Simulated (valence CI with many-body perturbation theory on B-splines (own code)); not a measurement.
# Energy levels of Os VI

Calculated by configuration interaction combined with many-body perturbation theory (CI+MBPT): three valence electrons over a frozen Dirac-Fock core [Xe] 4f14, radial functions for each j: 7 s, 7 p, 8 d, 6 f, 4 g, 1 h, with the one-electron correlation potential Σ1 (screened to all orders), the two-electron term Σ2, the three-electron term Σ3, Breit, model QED; selected single and double excitations, second order for the rest, scaled by the run's own slope (own B-spline code, finite nucleus).

Against 32 measured levels this calculation errs by 1065 cm⁻¹ on average and by 2265 at most. Only levels of the ground parity were solved; by the run's estimate the other parity begins above the list, which can be wrong where configurations are misplaced.

Levels 1 to 33 of 33, with energies above the lowest level, 5d3 4F_3/2. "Leading %" is the weight of the configuration and term that name the level; weights of strongly mixed levels are sums over their largest components and can fall short, so below about 35 % the name and the second component can differ from the true leading terms, or belong to a minority configuration. Lifetimes count E1, E2, E3, M1 and M2 decay at the calculated energies, and are blank where another channel may lead or the interval is too uncertain; long ones can be off by a factor of two.

| No. | Configuration | Term | J | E (cm⁻¹) | Leading % | Second component | Lifetime | g |
| --- | --- | --- | --- | --- | --- | --- | --- | --- |
| 1 | 5d3 | 4F | 3/2 | 0.0 | 83 | 14 % 5d3 2D |  | 0.482 |
| 2 | 5d3 | 4F | 5/2 | 6275 | 95 | 5 % 5d3 2D | 108 ms | 1.037 |
| 3 | 5d3 | 4F | 7/2 | 11359 | 85 | 13 % 5d3 2G | 214 ms | 1.192 |
| 4 | 5d3 | 4F | 9/2 | 14701 | 57 | 32 % 5d3 2G | 1.43 s | 1.215 |
| 5 | 5d3 | 4P | 3/2 | 14995 | 47 | 34 % 5d3 2P | 65.0 ms | 1.394 |
| 6 | 5d3 | 4P | 1/2 | 17325 | 69 | 30 % 5d3 2P | 276 ms | 2.061 |
| 7 | 5d3 | 2G | 7/2 | 23109 | 82 | 14 % 5d3 4F | 27.3 ms | 0.946 |
| 8 | 5d3 | 2H | 9/2 | 24051 | 57 | 33 % 5d3 4F | 43.0 ms | 1.068 |
| 9 | 5d3 | 4P | 5/2 | 25358 | 90 | 8 % 5d3 2D | 74.8 ms | 1.556 |
| 10 | 5d3 | 2D | 3/2 | 28474 | 44 | 41 % 5d3 4P | 13.3 ms | 1.197 |
| 11 | 5d3 | 2P | 1/2 | 29526 | 69 | 30 % 5d3 4P | 30.0 ms | 1.275 |
| 12 | 5d3 | 2H | 11/2 | 32263 | 100 |  | 88.0 ms | 1.091 |
| 13 | 5d3 | 2D | 5/2 | 35198 | 89 | 5 % 5d3 4P | 24.3 ms | 1.209 |
| 14 | 5d3 | 2G | 9/2 | 37156 | 58 | 31 % 5d3 2H | 17.1 ms | 1.070 |
| 15 | 5d3 | 2F | 5/2 | 40604 | 85 | 11 % 5d3 2D | 43.5 ms | 0.910 |
| 16 | 5d3 | 2P | 3/2 | 40932 | 55 | 31 % 5d3 2D | 13.7 ms | 1.185 |
| 17 | 5d3 | 2F | 7/2 | 41353 | 94 | 4 % 5d3 2G | 40.1 ms | 1.132 |
| 18 | 5d3 | 2D | 3/2 | 61504 | 98 |  | 9.44 ms | 0.807 |
| 19 | 5d3 | 2D | 5/2 | 62483 | 84 | 11 % 5d3 2F | 6.11 ms | 1.173 |
| 20 | 5d2.6s | 4F | 3/2 | 99268 | 91 | 8 % 5d2.6s 2D | 277 μs | 0.433 |
| 21 | 5d2.6s | 4F | 5/2 | 102340 | 78 | 12 % 5d2.6s 2F | 237 μs | 1.027 |
| 22 | 5d2.6s | 4F | 7/2 | 109820 | 94 | 5 % 5d2.6s 2F | 231 μs | 1.232 |
| 23 | 5d2.6s | 2F | 5/2 | 115720 | 56 | 20 % 5d2.6s 4F | 169 μs | 0.999 |
| 24 | 5d2.6s | 4P | 1/2 | 116420 | 90 | 6 % 5d2.6s 2S | 158 μs | 2.569 |
| 25 | 5d2.6s | 4F | 9/2 | 116510 | 90 | 10 % 5d2.6s 2G | 215 μs | 1.312 |
| 26 | 5d2.6s | 4P | 3/2 | 120460 | 85 | 12 % 5d2.6s 2D | 162 μs | 1.596 |
| 27 | 5d2.6s | 4P | 5/2 | 121050 | 53 | 26 % 5d2.6s 2F | 158 μs | 1.322 |
| 28 | 5d2.6s | 2F | 7/2 | 125230 | 62 | 35 % 5d2.6s 2G | 153 μs | 1.055 |
| 29 | 5d2.6s | 2D | 3/2 | 125340 | 60 | 22 % 5d2.6s 2P | 173 μs | 1.005 |
| 30 | 5d2.6s | 2P | 1/2 | 131440 | 90 | 5 % 5d2.6s 4P | 150 μs | 0.798 |
| 31 | 5d2.6s | 2G | 9/2 | 132580 | 89 | 10 % 5d2.6s 4F | 163 μs | 1.133 |
| 32 | 5d2.6s | 2D | 5/2 | 133640 | 55 | 38 % 5d2.6s 4P | 158 μs | 1.338 |
| 33 | 5d2.6s | 2G | 7/2 | 134660 | 64 | 32 % 5d2.6s 2F | 154 μs | 0.982 |

Names give the largest LS component (configuration and term), which can be under half, so a name can repeat, a term be missing and a line seem to break the LS rules; names also repeat where a configuration has a term twice.

The ionisation energy to 5d2 3F_2 of the next ion comes out as 70.753 eV (NIST: 70.1 ± 2 eV (theoretical)). All 33 levels together are meant to be complete up to 137890 cm⁻¹.
